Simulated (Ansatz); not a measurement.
ClHSn (SMILES [Cl][SnH]) moved off its minimum; all values from Ansatz (a quantum-chemistry and plane-wave program), cores frozen in correlated methods. Elements past Kr take the def2 small-core potentials, without spin–orbit coupling.
(charge 0, multiplicity 1)
```xyz
3

Sn    -0.2579    -0.3901     0.5281
H     -1.4222    -0.9178    -0.7658
Cl     1.0291     0.9832    -1.1464
```

Forces at r2SCAN/def2-TZVPP (eV/Å):

```json
[
 {"atom": "Sn1", "Fx": "0.386", "Fy": "0.603", "Fz": "-1.252"},
 {"atom": "H2", "Fx": "0.251", "Fy": "0.094", "Fz": "0.355"},
 {"atom": "Cl3", "Fx": "-0.637", "Fy": "-0.697", "Fz": "0.897"}
]
```

Task: Give the forces (eV/Å), the total energy and the dipole at CCSD(T)/def2-TZVPPD.

Result: 
| atom | Fx | Fy | Fz |
|---|---|---|---|
| Sn1 | 0.362 | 0.563 | -1.166 |
| H2 | 0.215 | 0.074 | 0.331 |
| Cl3 | -0.577 | -0.637 | 0.834 |
Energy -673.7996 hartree, dipole 3.68 D.
